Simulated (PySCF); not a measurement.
C6H14Si: full NMR table

```yaml
Formula: C6H14Si
SMILES: C[SiH2][C@@H]1CC[C@@H]1C
Point_group_of_the_computed_structure: C1
Degrees_of_unsaturation: 1
Carbon_signals: 6
Proton_signals: 10
```

Numbering as in the mapped SMILES `[CH3:1][SiH2:2][C@@H:3]1[CH2:4][CH2:5][C@@H:6]1[CH3:7]`. Hydrogens are named by the atom that carries them. Ha(C4), Ha(C5) are cis to Si2 on the ring; Ha(Si2) is pro-R; Hb(Si2) is pro-S; Hb(C4), Hb(C5) are trans to Si2 on the ring.

Computed data (PySCF): NMR shieldings at PBE0/pcSseg-1/GIAO, geometry: GFN2-xTB. One computed conformer, in vacuum, non-relativistic, one averaged value for each set of equivalent atoms.

Shifts are taken against calculated references (same method and geometry level): ¹H (31.72 ppm), ¹³C (186.93 ppm), ²⁹Si (349.16 ppm) against TMS.

```tsv
carbon	δC, type	δH (multiplicity)	HMBC from (2–3 bonds)	span of the C tensor (ppm)
C1	-5.6, CH3	0.14 (m)	Hb(Si2), Ha(Si2), H(C3)	9
C3	24.3, CH	1.95 (m)	Hb(Si2), Ha(Si2), H(C6), Hb(C4), Hb(C5), Ha(C5), Ha(C4), H(C7), H(C1)	29
C4	20.5, CH2	Ha(C4) 1.49 (m); Hb(C4) 2.23 (m)	Hb(Si2), Ha(Si2), H(C6), Hb(C5), H(C3), Ha(C5)	25
C5	29.0, CH2	Hb(C5) 2.09 (m); Ha(C5) 1.71 (m)	H(C6), Hb(C4), H(C3), Ha(C4), H(C7)	33
C6	33.0, CH	2.70 (m)	Hb(Si2), Ha(Si2), Hb(C4), Hb(C5), H(C3), Ha(C5), Ha(C4), H(C7)	26
C7	22.9, CH3	1.14 (d)	H(C6), Hb(C5), H(C3), Ha(C5)	30
```

Other nuclei:
```tsv
atoms	nucleus	environment	δ (ppm)	σ (ppm)
Hb(Si2)	¹H	hydrogen on a silicon bonded to 2 C	4.42	27.30
Ha(Si2)	¹H	hydrogen on a silicon bonded to 2 C	3.93	27.79
Si2	²⁹Si	silicon bonded to 2 C, 2 H	-43.5	392.6
```

Carbon types of the structure: 2 × CH, 2 × CH2, 2 × CH3, leaving 2 H on heteroatoms. δC 33.0: sp3 CH in a ring; saturated and bonded to C and H only. δC 29.0, 20.5: sp3 CH2 in a ring; aliphatic region, no heteroatom directly attached. δC 22.9: methyl carbon; aliphatic region, no heteroatom directly attached. δH 1.14: hydrogen on a methyl carbon; far from electronegative atoms and π systems. δH 0.14: hydrogen on a methyl carbon bonded to Si; an electropositive neighbour shields it, as in TMS itself.

Shifts are as computed. Against solution values, carbons near 30 ppm lie about +3 ppm off and those near 130 ppm about +5 ppm. Of 1309 compounds with measured shifts, 239 miss one by over three times the rms of a fit or turn the order of signals round; such compounds aren't used in these exercises. No couplings were computed; multiplicities are counted from neighbouring protons, with m where these are inequivalent, close in shift, in a saturated or five-membered ring or joined by F or P, and br s for small geminal =CH2 splittings.
